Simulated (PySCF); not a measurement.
**Spinor energies of Hf³⁶⁺ (hafnium, charge +36)**

Start: [Kr]. Calculated with PySCF 2.14 in an uncontracted even-tempered set (17 s from 3.9 bohr⁻², ratio 2.8; 14 p from 5.1 bohr⁻², ratio 2.8; 8 d from 9 bohr⁻², ratio 2.8; 4 f from 26 bohr⁻², ratio 3): generalised Hartree-Fock with the X2C-1e Hamiltonian and a Gaussian nucleus; one run each with spin-orbit coupling (SO) switched off, then screened by Boettger's factors.

```csv
spinor shell,electrons,"ε, spin-free (eV)","ε, screened SO (eV)",weight of nominal j (screened SO),"rms radius, screened SO (bohr)"
1s1/2,2,-67233.3,-67215.3,1.000,0.0215
2s1/2,2,-12914.6,-12908.9,1.000,0.0869
2p1/2,2,-11530.2,-12380.1,1.000,0.0739
2p3/2,4,-11530.2,-11181.8,1.000,0.0811
3s1/2,2,-4143.3,-4141.4,1.000,0.220
3p1/2,2,-3719.6,-3909.5,1.000,0.211
3d3/2,4,-3223.1,-3257.2,1.000,0.199
3d5/2,6,-3223.1,-3198.9,1.000,0.202
4s1/2,2,-1851.0,-1850.4,1.000,0.464
4p1/2,2,-1689.0,-1747.2,1.000,0.462
4p3/2,4,-1689.0,-1664.4,1.000,0.487
```

Task: Where does 3p3/2 lie, and what is the 3p spin-orbit splitting (screened SO)?

Result: At -3640.1 eV, 269.39 eV above 3p1/2.

| quantity | spin-free | screened SO |
| --- | --- | --- |
| E (hartree) | -14313.64911 | -14329.64186 |
| M_J | 0 | 0 |
| ⟨J²⟩ | 0.000 | 0.000 |
| ⟨L²⟩ | 0.000 | 0.072 |
| ⟨S²⟩ | 0.000 | 0.072 |

Breit and QED terms are absent; they matter most for the inner s and p1/2 levels.

Densities and radii are taken from the X2C orbitals without a picture-change correction, which distorts them close to the nucleus.

Without spin-orbit coupling the j labels of p, d and f shells carry no meaning; the spin-free column gives the mean over the occupied spinors of each nl shell.
